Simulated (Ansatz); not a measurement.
**Energy profile**

The step: GeH₃F ([F][GeH3]) + HBr → GeH₃Br ([GeH3][Br]) + HF; bonds formed: Ge1–Br7, F2–H6; bonds broken: Ge1–F2, H6–Br7 (atoms numbered as in the saddle structure below).

```tsv
atom	x (Å)	y (Å)	z (Å)
Ge1	-0.6333	-0.3417	-0.1102
F2	0.9038	0.0071	1.2293
H3	-0.2762	-1.2583	-1.2752
H4	-1.5720	0.8375	-0.3391
H5	-1.1363	-1.1830	1.0768
H6	1.3972	0.6135	0.5548
Br7	1.3168	1.3250	-1.1365
```

Electronic energies by CCSD(T) at an estimated basis limit (MP2 extrapolated from triple and quadruple zeta, plus CCSD(T) − MP2 in triple zeta), on PBE0-D4/def2-TZVP structures; GeH$_{4}$BrF, singlet; no counterpoise correction. Ansatz 0.2.0; basis: def2-TZVPP and def2-QZVPP; cores frozen in the correlated methods. Filled d shells of the heavier atoms are correlated. The def2 sets are not built for correlating such inner shells, so the correlated values are less sure here. Extrapolation: Hartree–Fock as exp(−7.88 √X), correlation as X^−2.97.

**Question.** Give the profile in kcal/mol, counted from the separated reactants. (To be estimated.)

**Answer.** Computed:
```json
{"point": "separated: GeH$_{3}$F (linked as [F][GeH3]; Ge1, F2, H3, H4, H5; singlet) + HBr (H6, Br7; singlet)", "kcal/mol": "0.00"}
{"point": "start structure", "kcal/mol": "-3.93"}
{"point": "saddle", "kcal/mol": "20.48"}
{"point": "end structure", "kcal/mol": "-11.45"}
{"point": "separated: GeH$_{3}$Br (linked as [GeH3][Br]; Ge1, H3, H4, H5, Br7; singlet) + HF (F2, H6; singlet)", "kcal/mol": "-7.26"}
```

The T1 diagnostic stays at or below 0.012. The end structure is not quite a true minimum (one mode of 30i cm⁻¹).

For scale, one of the runs: CCSD(T)/def2-TZVPP, 183 basis functions (an equivalent command: `ansatz run in.yaml --threads 4`). The run took 73 s on 4 CPU threads (shared host), with 2 GiB of host memory at its peak.
